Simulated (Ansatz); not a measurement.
Mo, septet (core potentials on Mo); Ansatz (a quantum-chemistry and plane-wave program) with REVPBE/def2-TZVP.

Input for Ansatz:
Ansatz 0.2 input:
```yaml
crystal:
  periodic: [false, false, false]
  atoms:
    - {symbol: Mo, position_ang: [0.00000000, 0.00000000, 0.00000000]}
basis:
  gaussian:
    orbitals: def2-TZVP
hamiltonian:
  xc: revpbe
magnetization: {spin_polarized: true, initial_magnetization: 6}
accuracy: high
```

The log (banner, timings and long lists left out):

```
Functional definition: revPBE
392 factors; integrals over basis functions are off by at most 2.1e-9 eV
mean field evaluation 1: about -1852.9212 eV, gradient 2.0e1 eV
mean field evaluation 2: about -1851.2548 eV, gradient 2.8e1 eV
mean field evaluation 4: about -1854.8391 eV, gradient 2.6e-1 eV
mean field evaluation 8: about -1854.8396 eV, gradient 4.0e-3 eV
mean field evaluation 16: about -1854.8396 eV, gradient 3.7e-9 eV
mean field -1854.83956081 eV, -68.1640966043 hartree, gradient 3.6e-9 eV, S^2 12.000492; 0 other end points of the search recorded, 0 dependent functions left out
reference -1854.83956422 eV, -68.1640967297 hartree; 10, 4 occupied and 30, 36 virtual orbitals, 392 factors
Total energy: -1854.83956422 eV, -68.1640967297 hartree
```
